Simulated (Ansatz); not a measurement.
Input for Ansatz (an electronic-structure program): R-r2SCAN/def2-TZVPP on H3NPb (SMILES [NH2][PbH]), atoms moved off the minimum. Elements past Kr take the def2 small-core potentials; no spin–orbit coupling.

Ansatz 0.2 input:
```yaml
crystal:
  periodic: [false, false, false]
  atoms:
    - {symbol: Pb, position_ang: [-0.09561902, 0.15986555, 0.19169912]}
    - {symbol: H, position_ang: [-0.80605486, 1.23447980, -1.18718313]}
    - {symbol: N, position_ang: [0.50804693, -1.16043898, -1.29775842]}
    - {symbol: H, position_ang: [0.43604250, -1.20393967, -2.21440152]}
    - {symbol: H, position_ang: [1.15331837, -2.16231222, -1.01018364]}
basis:
  gaussian:
    orbitals: def2-TZVPP
hamiltonian:
  xc: {name: r2SCAN}
scf: {lower_state_search: off}
output: {forces: true}
```

It printed:

```
WARN ansatz: RAYON_NUM_THREADS=1 ignored (pool sized by the plan → 1); use --threads N
Functional definition: r2SCAN
these checks for a lower state are left out or cut short: stability, starts, cluster_reference, orbital_swaps, neighbouring_geometries, increment
integrals: 0.03 GiB planned
714 factors; their error is unknown
mean field: 0.32 GiB planned
mean field evaluation 1: about -6777.0050 eV, gradient 7.4e1 eV
mean field evaluation 2: about -6701.0596 eV, gradient 1.5e2 eV
mean field evaluation 4: about -6787.8457 eV, gradient 1.6e1 eV
mean field evaluation 8: about -6788.3241 eV, gradient 8.8e-2 eV
mean field evaluation 16: about -6788.3177 eV, gradient 6.0e-3 eV
mean field -6788.31765878 eV, -249.4660726730 hartree, gradient 2.2e-6 eV, S^2 0.000000; 0 other end points of the search recorded, 0 dependent functions left out
the calculation of the forces begins
reference -6788.31767191 eV, -249.4660731558 hartree; 16, 16 occupied and 107, 107 virtual orbitals, 714 factors
Total energy: -6788.31767191 eV, -249.4660731558 hartree
Atom 0 at    -0.095619     0.159866     0.191699 Å, force    -0.288299     0.567134    -0.014538 eV/Å
Atom 1 at    -0.806055     1.234480    -1.187183 Å, force     0.025937    -0.064304     0.273894 eV/Å
Atom 2 at     0.508047    -1.160439    -1.297758 Å, force     3.481558    -4.622269     6.168450 eV/Å
Atom 3 at     0.436042    -1.203940    -2.214402 Å, force    -0.624570     0.128501    -5.435352 eV/Å
Atom 4 at     1.153318    -2.162312    -1.010184 Å, force    -2.594625     3.990939    -0.992454 eV/Å
Dipole moment:     0.128614    -0.188550     0.195483 e Å
Checks for a lower state left out: stability, starts, cluster_reference, orbital_swaps, neighbouring_geometries, increment
```

The run converged.

Cost: roughly 3.0 core-seconds.
